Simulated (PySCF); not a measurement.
**Dipole response of P⁻ (phosphorus, charge -1)**

[Ne] 3s2 3p4, high-spin 3P determinant. All numbers are calculated (PySCF 2.14, the non-relativistic Hamiltonian (point nucleus), in aug-cc-pwCVQZ). Coupled (time-dependent) response in atomic units; α is the mean over directions.

```tsv
method	mean α (bohr³)	α xx, yy, zz	C₆ (like pair)	S(−4)
UHF	73.28	57.86, 104.1, 57.86	856.2	2722
```

S(−4) is the Cauchy moment in α(ω) = α(0) + S(−4) ω² + …

α(iu) at UHF:

| u (hartree) | α(iu) (bohr³) |
| --- | --- |
| 0 | 73.28 |
| 0.0500 | 67.54 |
| 0.100 | 56.81 |
| 0.200 | 38.27 |
| 0.300 | 26.28 |
| 0.500 | 13.99 |
| 0.750 | 7.636 |
| 1.00 | 4.769 |
| 1.50 | 2.375 |
| 2.00 | 1.437 |
| 3.00 | 0.7138 |
| 5.00 | 0.3059 |

A single London oscillator, α(iu) = α/(1 + u²/ω²), gives C₆ = (3/4) ω α². Matching the computed C₆ needs ω = 4 × 856.2 / (3 × 73.28²) = 0.213 hartree.

For an ion, C₆ is the dispersion term alone; charge-induced terms of lower order in 1/R come first.

The components differ because the open shell of this determinant is not spherical; for a pure term their mean is the scalar polarisability.
